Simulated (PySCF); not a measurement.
[Pb(SH)3]+ at several levels of theory

Computed with PySCF 2.14.0 (density fitting, no spin-orbit coupling) at the geometry relaxed with PBE0:

```xyz
7
[Pb(SH)3]+ (singlet)
Pb    0.0000    0.0000    0.4878
S     2.3865    0.5263    0.4860
H     2.7506   -0.7811    0.4870
S    -1.6490    1.8036    0.4860
H    -0.6989    2.7726    0.4870
S    -0.7375   -2.3299    0.4860
H    -2.0517   -1.9915    0.4870
```

```
level                                              basis    state  HOMO (eV)  gap (eV)  charge on Pb1 (e)  dipole about the centre of mass (D)  largest force component (eV/Å)
 PBE0     Pb def2-SVP with ECP60, S def2-SVP, H def2-SVP  singlet     -12.70      3.95               0.73                                 0.00                            0.01
 PBE0  Pb def2-TZVP with ECP60, S def2-TZVP, H def2-TZVP  singlet     -12.69      3.99               0.84                                 0.00                            0.40
```

Charges are Mulliken's, which hang on the basis. The relaxation used the grid (50, 194), these runs (75, 302) or, all-electron (x2c bases, spin-free X2C Hamiltonian), (99, 590).

A further run in the first row's basis gives HOMO (eV) -15.06, gap (eV) 8.18, charge on Pb1 (e) 0.75, dipole about the centre of mass (D) 0.00, largest force component (eV/Å) 0.35. Which level was it?
A. wB97X
B. r2SCAN

A. The others give HOMO -11.80 eV (r2SCAN).

In the first row's basis the gap widens with exact exchange: 2.3 eV for r2SCAN (none); 3.9 eV for PBE0 (a fixed share); 8.2 eV for wB97X (rising or full at long range).
